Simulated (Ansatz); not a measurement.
`F[Si]1(F)CS1` and `F[Si]1([SiH3])CS1` differ in one atom or group.

Ansatz, PBE0-D4/def2-TZVP geometries, multiplicity 1. 

```
                                        property  `F[Si]1(F)CS1`
size of the dipole moment (B3LYP/def2-TZVPP) / D            1.52
               LUMO energy (PBE/def2-TZVPP) / eV           -1.64
  zero-point energy (PBE0-D4/def2-TZVP) / kJ/mol            91.7
             LUMO energy (B3LYP/def2-TZVPP) / eV           -0.92
           LUMO energy (ωB97M-V/def2-TZVPP) / eV            1.35
              HOMO energy (PBE0/def2-TZVPP) / eV           -7.68
```

Task: What does the change do to each property? (An estimate is asked.)

Result: The calculation gave: 
```
                                        property  `F[Si]1([SiH3])CS1`  shift
size of the dipole moment (B3LYP/def2-TZVPP) / D                 1.93   0.41
               LUMO energy (PBE/def2-TZVPP) / eV                -1.45   0.19
  zero-point energy (PBE0-D4/def2-TZVP) / kJ/mol                149.5   57.8
             LUMO energy (B3LYP/def2-TZVPP) / eV                -0.80   0.12
           LUMO energy (ωB97M-V/def2-TZVPP) / eV                 1.16  -0.19
              HOMO energy (PBE0/def2-TZVPP) / eV                -7.22   0.46
```

The zero-point energy changes by 57.8 kJ/mol with +9 modes. Dipoles are sizes alone; their direction can turn.

B3LYP here is the variant with VWN-RPA as its local correlation; programs differ in this.
